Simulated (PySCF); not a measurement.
Predicted microwave data (PBE0-D3(BJ)/def2-SVP geometry optimisation, gas phase in PySCF 2.14.0) for one isomer of C2H9PSi2:

- Rotational constants: A = 4886, B = 900.8, C = 779.3 MHz
- Dipole components: |μa| = 0.28 D, |μb| = 0.53 D, |μc| = 0.56 D
- Inertial defect: -15.97 u·Å²
- κ: -0.94

**Question.** Which candidate fits, each taken in the one conformer that was computed?
A. `[CH2:1]1[CH2:2][SiH2:3][PH:4][SiH2:5]1` with Si5–C1–C2–Si3 -51°, C1–C2–Si3–P4 41°, C2–Si3–P4–Si5 -14°, Si3–P4–Si5–C1 -9°
B. `[SiH3:1]/[CH:2]=[CH:3]/[SiH2:4][PH2:5]` with C2–C3–Si4–P5 -7°, C3–Si4–P5–H -83° and -177°

**Answer.** B. It is [SiH3]/C=C/[SiH2]P, a near-prolate asymmetric top. The candidates at the same level (rigid rotor, commonest isotopes):

```csv
SMILES,A (MHz),B (MHz),C (MHz),μa (D),μb (D),μc (D),Δ (u·Å²),point group,rotor
[SiH3]/C=C/[SiH2]P,4886,900.8,779.3,0.28,0.53,0.56,-15.97,–,near-prolate asymmetric top
C1C[SiH2]P[SiH2]1,2797,2565,1455,0.06,1.95,0.60,-30.42,–,asymmetric top
```

`C1C[SiH2]P[SiH2]1` has B 185 % too high. No structure here is proved a minimum.
